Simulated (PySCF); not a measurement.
# Telling isomers of C5H7NO apart by NMR

No solvent, one computed conformer, non-relativistic Hamiltonian, rapidly exchanging positions averaged. GIAO PBE0/pcSseg-1 shieldings; coordinates at the GFN2-xTB level; PySCF 2.14.0 with density-fitted response routines.

δ = σ(ref) − σ, references computed at the same level: 1H, 13C against TMS. Where no couplings were computed, multiplicities follow the n + 1 count of equivalent neighbours, and m marks all less simple cases (inequivalent or close neighbours, rings, F or P nearby). Shifts are as computed. Against solution values, carbons near 30 ppm lie about +3 ppm off and those near 130 ppm about +5 ppm. Of 1211 compounds with measured shifts, 218 miss one by over three times the rms of a fit or turn the order of signals round; such compounds aren't used in these exercises.

(1) Tabulate the signals of `CCC(=O)CC#N`, `C=C(C#N)OCC` and their relative energies.

(2) What is the quickest way to tell CCC(=O)CC#N from C=C(C#N)OCC?

Answers

(1) 
```json
{"SMILES": "CCC(=O)CC#N", "carbon types": "2×C 2×CH2 1×CH3", "δC": "205.6, 120.3, 37.4, 33.3, 9.1", "δH": "3.14 (s, 2H), 2.92 (q, 2H), 1.13 (t, 3H)", "E rel. (kcal/mol)": "0.0"}
{"SMILES": "C=C(C#N)OCC", "carbon types": "2×C 2×CH2 1×CH3", "δC": "144.0, 119.2, 114.6, 68.8, 17.3", "δH": "5.44 (m, 1H), 5.43 (m, 1H), 4.13 (q, 2H), 1.42 (t, 3H)", "E rel. (kcal/mol)": "24.3"}
```

Energies are electronic energies at PBE0/pcSseg-1 on these geometries, without zero-point or thermal terms, each for the one conformer computed, which needn't be the lowest.

(2) Both give the same number of carbon signals, with the same numbers of each carbon type, so the positions decide. The first has a ketone carbonyl carbon (C) at 205.6 ppm, the second a β carbon of an enol-ether or enamine type C=C (CH2) at 114.6 ppm. Their most deshielded carbons lie at 205.6 and 144.0 ppm. In the proton spectra the most deshielded non-exchanging signals are 3.14 (s, 2H) and 5.44 (m, 1H).
